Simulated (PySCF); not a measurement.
Run record for `CCO[SiH3]`: PBE/IGLO-II, IEF-PCM dimethylsulfoxide, full TDDFT, 1 singlet.

Method: TDDFT PBE/IGLO-II, vertical, IEF-PCM dimethylsulfoxide (non-equilibrium linear response), core orbitals frozen in the response (PySCF 2.14.0, density-fitted response routines). Geometry: GFN2-xTB. A driver script takes a list of jobs; this job's settings line and coordinates (Å) are shown.

Command:
```bash
OMP_NUM_THREADS=1 python probes_run.py task.json out
```

Input:
```
{"job": {"kind": "uv", "xc": "PBE", "basis": "IGLO-II", "solvent": "dimethylsulfoxide", "nstates": 1, "ntriplets": 2, "tda": false}, "charge": 0, "multiplicity": 1}
C     -1.716866     0.742448     0.411455
C     -0.668078    -0.092586    -0.307921
O      0.580656     0.101594     0.289330
Si     2.019222    -0.537969    -0.078628
H     -2.689565     0.593827    -0.049389
H     -1.769776     0.452224     1.457467
H     -1.453805     1.795680     0.358822
H     -0.935401    -1.156008    -0.261352
H     -0.617116     0.195099    -1.365743
H      2.424680    -0.197950    -1.446884
H      1.999887    -2.001630     0.023530
H      2.827361     0.104585     0.943287
```

Q: What does the run print?

A: 
```
coarse grid: 9848 points
cycle   1  E = -445.2948534506  dE =  2.117e-01  |g| = 8.298e-01  |ddm| = 2.428e+00
cycle   2  E = -444.7952769810  dE =  4.996e-01  |g| = 1.776e+00  |ddm| = 2.371e+00
cycle   3  E = -445.4133804987  dE = -6.181e-01  |g| = 2.058e-01  |ddm| = 2.009e+00
cycle   4  E = -445.4202844275  dE = -6.904e-03  |g| = 9.713e-02  |ddm| = 1.813e-01
cycle   5  E = -445.4224017679  dE = -2.117e-03  |g| = 1.481e-02  |ddm| = 6.267e-02
cycle   6  E = -445.4224486476  dE = -4.688e-05  |g| = 2.986e-03  |ddm| = 1.238e-02
cycle   7  E = -445.4224502382  dE = -1.591e-06  |g| = 1.171e-03  |ddm| = 2.712e-03
final grid: 88528 points
cycle   8  E = -445.4390148645  dE = -5.226e-05  |g| = 1.430e-02  |ddm| = 2.076e-02
cycle   9  E = -445.4389202042  dE =  9.466e-05  |g| = 2.703e-02  |ddm| = 2.247e-02
cycle  10  E = -445.4390492276  dE = -1.290e-04  |g| = 2.777e-03  |ddm| = 1.680e-02
cycle  11  E = -445.4390507637  dE = -1.536e-06  |g| = 5.118e-04  |ddm| = 2.277e-03
cycle  12  E = -445.4390508264  dE = -6.267e-08  |g| = 8.572e-05  |ddm| = 3.923e-04
cycle  13  E = -445.4390508280  dE = -1.680e-09  |g| = 1.929e-05  |ddm| = 9.063e-05
cycle  14  E = -445.4390508281  dE = -5.639e-11  |g| = 5.285e-06  |ddm| = 1.361e-05
converged SCF energy = -445.4390508281

Static polarisability (au): isotropic 68.521, principal 65.983 67.877 71.702

Singlet excitations
state   eV       nm        f      main configurations
  1   6.2751    197.6   0.00203   H->L 1.00

Triplet excitations (Tamm-Dancoff, eV): 6.0563 6.6546
```

The SCF starts on a coarse grid where the log names one; the energy can jump when the final grid takes over, and dE then counts from the start density on the new grid. H and L stand for HOMO and LUMO; the number after each pair is its weight.

Q: Give the mean polarisability as a volume in Å³, and the ratio of the largest to the smallest principal value.

A: 68.521 au × 0.148185 = 10.15 Å³; 71.702/65.983 = 1.09.

Q: Give S1 in cm⁻¹ and kJ/mol.

A: 6.2751 eV × 8065.54 = 50612 cm⁻¹; × 96.485 = 605.5 kJ/mol.

In short: SCF converged in 14 cycles with 149 basis and 546 fitting functions; HOMO -6.44 eV, LUMO -0.22 eV; lowest singlet 6.28 eV; lowest triplet 6.06 eV (Tamm–Dancoff); mean polarisability 68.5 au.

Geometry: GFN2-xTB, one conformer.

Q: Estimate the wall time. Hardware: an AMD EPYC 7R13 with one thread, no GPU, shared host. And the peak memory of the process?

A: About 5.6 s, with 0.55 GiB resident at the peak, the Python interpreter and its libraries included.

Shape of the structure used: `[CH3:1][CH2:2][O:3][SiH3:4]`: C1–C2–O3–Si4 180°.
